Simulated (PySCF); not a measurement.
How methods differ on the excitation energy of Bi

Bi [Xe] 4f14 5d10 6s2 6p3 (4S) → Bi [Xe] 4f14 5d10 6s1 6p3 6d1 (6D), as a difference of total energies. All numbers are calculated (PySCF 2.14, scalar relativity by spin-free X2C-1e, in aug-cc-pVTZ-DK3 (9s8p6d3f, 84 functions)). Correlated levels: valence: [Xe] 4f14 5d10 frozen. The calculations carry no spin-orbit coupling.

```json
{"method": "UHF", "excitation energy (cm⁻¹)": "104980"}
{"method": "MP2 (valence)", "excitation energy (cm⁻¹)": "111830"}
{"method": "SCS-MP2 (valence)", "excitation energy (cm⁻¹)": "114140"}
{"method": "CCSD (valence)", "excitation energy (cm⁻¹)": "112700"}
{"method": "CCSD(T) (valence)", "excitation energy (cm⁻¹)": "113010"}
```

Spin-orbit coupling is strong in these open shells (close to jj coupling). The scalar numbers leave it out and a first-order estimate fails, so it can dominate the gap to the real levels.

The upper state lies above the first ionisation limit.

The promoted electron is Rydberg-like, and one or two diffuse shells describe it only roughly, which tends to raise the upper state.
